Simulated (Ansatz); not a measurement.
This geometry of Cl$_{4}$FH$_{3}$NTa (10 atoms, charge 0, multiplicity 1) is a first-order saddle point.

All numbers below come from RHF/def2-SVP (Ansatz 0.2.0).

```xyz
10
Properties=species:S:1:pos:R:3
Ta -0.199 -0.396 0.268
Cl 2.582 0.368 0.328
Cl -0.220 0.277 2.515
Cl 0.288 -1.226 -1.871
F -0.358 1.352 -0.348
Cl -2.343 -1.189 0.291
N 1.073 -1.921 0.938
H 1.242 -2.725 0.356
H 1.066 -2.189 1.908
H 2.170 -0.946 0.729
```

Question: Which two structures does it join? (They come from a converged band through this point; their orientation in space is the band's.)

Answer: Bonds broken: Ta1–Cl2, N7–H10. Bonds formed: Cl2–H10. Cl4FH3NTa becomes Cl3FH2NTa + ClH.

Image 0:

```xyz
10
Properties=species:S:1:pos:R:3
Ta 0.086 -0.041 0.211
Cl 2.286 0.823 0.131
Cl 0.018 0.455 2.521
Cl 0.419 -0.990 -1.927
F -0.769 1.490 -0.364
Cl -1.855 -1.361 0.467
N 1.153 -2.012 0.934
H 0.867 -2.810 0.387
H 0.941 -2.214 1.900
H 2.157 -1.937 0.856
```

Image 10:

```xyz
10
Properties=species:S:1:pos:R:3
Ta -0.635 -0.584 0.339
Cl 3.466 0.545 0.229
Cl -0.614 0.146 2.580
Cl -0.321 -1.359 -1.866
F 0.053 1.072 -0.177
Cl -2.922 -0.941 0.309
N 0.434 -2.103 0.923
H 0.818 -2.788 0.298
H 0.714 -2.255 1.875
H 4.309 -0.331 0.605
```

Question: How far does it lie above each of them?

Answer: 2.12 eV above the first and 0.67 eV above the second. This is the barrier of this one path; another mechanism may lie lower. The orbitals stay closed-shell, which can raise the energy where a bond breaks towards radicals; this wasn't checked here.

Time of the run: 7.8 min on 4 threads of Arm Neoverse V1 (shared host), peak memory 0.5 GiB.
